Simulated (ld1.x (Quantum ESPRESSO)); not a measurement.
## Pb, TM: configuration errors across variants

```
Element                 : lead
Generator               : ld1.x (Quantum ESPRESSO) 7.5
Type                    : norm-conserving Troullier–Martins (Kleinman–Bylander form)
Functional              : PBEsol
Relativity              : non-relativistic
Frozen core             : [Xe] 4f14
Valence charge          : 14
Reference configuration : 5d10 6s2 6p2
Partial waves           : 6s (bound): rc 2.40 bohr; 6p (bound): rc 2.95 bohr; 5d (bound): rc 1.35 bohr
Local potential         : all-electron potential smoothed inside 1.45 bohr (lloc = -1)
Core correction         : none
```

All-electron excitation energies from the reference (eV): (1) 5d10 6s2 6p1 6.743; (2) 5d10 6s2 6p0 20.166; (3) 5d10 6s1 6p0 48.672; (4) 5d9 6s2 6p3 22.583; (5) 5d10 6s1 6p2 13.219; (6) 5d10 6s1 6p3 5.900; (7) 5d10 6s0 6p4 11.967.

Tests that are not counted but printed errors over 1 eV. “core correction a·sin(br)/r model core inside 1.34 bohr”: 5d9 6s2 6p3 (solver errors, printed error -1547 eV).

A true bound ghost makes a file unfit for plane-wave use even where its test errors are small: the radial tests pick states by their node count and pass the ghost by. Where a test does run into it, the solver fails or the error is huge.

Errors AE − PS in meV (a dash: test not solved or not reliable):

```csv
change,(1),(2),(3),(4),(5),(6),(7),bound ghosts
base,+0.2,-0.7,+9.6,-134,+4.4,+1.2,+4.8,"s, p"
core correction a·sin(br)/r model core inside 0.62 bohr,+0.4,-1.5,-12,-170,+2.6,0.0,-0.2,"s, p"
core correction a·sin(br)/r model core inside 1.10 bohr,+0.4,-1.5,-12,-169,+2.6,0.0,-0.2,"s, p"
core correction a·sin(br)/r model core inside 1.34 bohr,+0.5,-1.4,-11,–,+2.7,0.0,-0.1,"s, p"
core correction a·sin(br)/r model core inside 1.56 bohr,+0.5,-1.3,-11,-156,+2.7,0.0,-0.3,"s, p"
```

Task: Give the same row for: core correction a·sin(br)/r model core inside 0.90 bohr.

Result: +0.4, -1.5, -12, -170, +2.6, 0.0, -0.2; bound ghosts: s, p.
